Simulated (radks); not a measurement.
The numbers below are computed, except where a source is named.
Problem. The strontium ion Sr2+, 36 electrons, occupied as [Kr] (the NIST ground configuration). Code: a radial shooting solver on a logarithmic mesh with Libxc functionals. Model: non-relativistic Kohn-Sham, exchange-only B88, spin-polarised, spherical densities, point nucleus; relativity is left out, which matters for an element this heavy. Some entries of the table are withheld. Estimate them.

orbital  occ.  eigenvalue (eV)  <1/r> (bohr^-1)
1s          2        -15628.03              (1)
2s          2        -2097.026              (2)
2p          6        -1911.958            8.362
3s          2        -333.6074            2.827
3p          6        -265.8933            2.725
3d         10        -143.2540            2.511
4s          2         -51.9923           0.9703
4p          6         -35.2541           0.8485

Solution. 
(1) 1s <1/r> (bohr^-1): 37.49
(2) 2s <1/r> (bohr^-1): 8.375
